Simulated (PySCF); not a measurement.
Cl2Ge, triplet, at a GFN2-xTB geometry (the spin is typed, not shown lowest); TPSS/def2-SVP (PySCF).

Input for PySCF:
```python
from pyscf import gto, scf, dft

mol = gto.M(
    atom='''
Ge   -0.000369   -0.008595    0.641623
Cl    1.143597    1.442268   -0.584010
Cl   -1.142902   -1.426089   -0.623751
''',
    basis='def2-svp',
    charge=0,
    spin=2,
    verbose=4,
)

mf = dft.UKS(mol)
mf.xc = 'tpss'
mf.diis = False
mf.damp = 0.6
mf.diis_start_cycle = 200
mf.max_cycle = 150
mf.kernel()
```

Output, abridged:

```
PySCF version 2.14.0

[INPUT] verbose = 4
[INPUT] num. atoms = 3
[INPUT] num. electrons = 66
[INPUT] charge = 0
[INPUT] spin (= nelec alpha-beta = 2S) = 2
[INPUT] symmetry False subgroup None
[INPUT] Mole.unit = angstrom
[INPUT] Symbol           X                Y                Z      unit          X                Y                Z       unit  Magmom
[INPUT]  1 Ge    -0.000369000000  -0.008595000000   0.641623000000 AA   -0.000697308940  -0.016242196041   1.212491745222 Bohr   0.0
[INPUT]  2 Cl     1.143597000000   1.442268000000  -0.584010000000 AA    2.161085126874   2.725491518224  -1.103618954007 Bohr   0.0
[INPUT]  3 Cl    -1.142902000000  -1.426089000000  -0.623751000000 AA   -2.159771767218  -2.694917639255  -1.178718559924 Bohr   0.0

nuclear repulsion = 301.364730859497
number of shells = 28
number of NR pGTOs = 146
number of NR cGTOs = 68
basis = def2-svp
ecp = {}

******** <class 'pyscf.dft.uks.UKS'> ********
method = UKS
initial guess = minao
damping factor = 0.6
level_shift factor = 0
DIIS disabled
SCF conv_tol = 1e-09
SCF conv_tol_grad = None
SCF max_cycles = 150
direct_scf = True
direct_scf_tol = 1e-13
number electrons alpha = 34  beta = 32
XC library pyscf.dft.libxc version 7.1.2
    S. Lehtola, C. Steigemann, M. J. T. Oliveira, and M. A. L. Marques,  SoftwareX 7, 1–5 (2018)
XC functionals = tpss
    J. Tao, J. P. Perdew, V. N. Staroverov, and G. E. Scuseria,  Phys. Rev. Lett. 91, 146401 (2003)
    J. P. Perdew, J. Tao, V. N. Staroverov, and G. E. Scuseria,  J. Chem. Phys. 120, 6898 (2004)
    J. Tao, J. P. Perdew, V. N. Staroverov, and G. E. Scuseria,  Phys. Rev. Lett. 91, 146401 (2003)
    J. P. Perdew, J. Tao, V. N. Staroverov, and G. E. Scuseria,  J. Chem. Phys. 120, 6898 (2004)
radial grids:
    Treutler-Ahlrichs [JCP 102, 346 (1995); DOI:10.1063/1.469408] (M4) radial grids

becke partition: Becke, JCP 88, 2547 (1988); DOI:10.1063/1.454033
pruning grids: <function nwchem_prune>
grids dens level: 3
symmetrized grids: False
atomic radii adjust function: <function treutler_atomic_radii_adjust>
small_rho_cutoff = 0
Set gradient conv threshold to 3.16228e-05
tot grids = 58400
init E= -2996.35344853392

cycle= 1 E= -2996.78985022365  delta_E= -0.436  |g|= 0.433  |ddm|= 1.54

cycle= 2 E= -2996.85619815557  delta_E= -0.0663  |g|= 0.0771  |ddm|= 0.536

cycle= 3 E= -2996.86030421479  delta_E= -0.00411  |g|= 0.0325  |ddm|= 0.141

cycle= 4 E= -2996.86093441065  delta_E= -0.00063  |g|= 0.0145  |ddm|= 0.0436

cycle= 5 E= -2996.86110251643  delta_E= -0.000168  |g|= 0.00905  |ddm|= 0.0199

cycle= 6 E= -2996.86116799555  delta_E= -6.55e-05  |g|= 0.00563  |ddm|= 0.011

cycle= 7 E= -2996.86119612948  delta_E= -2.81e-05  |g|= 0.00369  |ddm|= 0.00752

cycle= 8 E= -2996.86120857859  delta_E= -1.24e-05  |g|= 0.00242  |ddm|= 0.00503

cycle= 9 E= -2996.86121416671  delta_E= -5.59e-06  |g|= 0.0016  |ddm|= 0.00346

cycle= 10 E= -2996.86121670331  delta_E= -2.54e-06  |g|= 0.00107  |ddm|= 0.00236

cycle= 11 E= -2996.8612178662  delta_E= -1.16e-06  |g|= 0.000717  |ddm|= 0.00163

cycle= 12 E= -2996.86121840423  delta_E= -5.38e-07  |g|= 0.000483  |ddm|= 0.00112

cycle= 13 E= -2996.86121865529  delta_E= -2.51e-07  |g|= 0.000328  |ddm|= 0.000774

cycle= 14 E= -2996.86121877343  delta_E= -1.18e-07  |g|= 0.000223  |ddm|= 0.000536

cycle= 15 E= -2996.86121882943  delta_E= -5.6e-08  |g|= 0.000153  |ddm|= 0.000372

cycle= 16 E= -2996.8612188562  delta_E= -2.68e-08  |g|= 0.000105  |ddm|= 0.000259

cycle= 17 E= -2996.86121886906  delta_E= -1.29e-08  |g|= 7.24e-05  |ddm|= 0.000181

cycle= 18 E= -2996.86121887528  delta_E= -6.22e-09  |g|= 5.01e-05  |ddm|= 0.000126

cycle= 19 E= -2996.86121887831  delta_E= -3.03e-09  |g|= 3.48e-05  |ddm|= 8.84e-05

cycle= 20 E= -2996.8612188798  delta_E= -1.49e-09  |g|= 2.43e-05  |ddm|= 6.2e-05

cycle= 21 E= -2996.86121888053  delta_E= -7.31e-10  |g|= 1.7e-05  |ddm|= 4.36e-05

Extra cycle  E= -2996.8612188812  delta_E= -6.63e-10  |g|= 4.47e-06  |ddm|= 7.66e-05
converged SCF energy = -2996.8612188812  <S^2> = 2.003449  2S+1 = 3.0022984
```
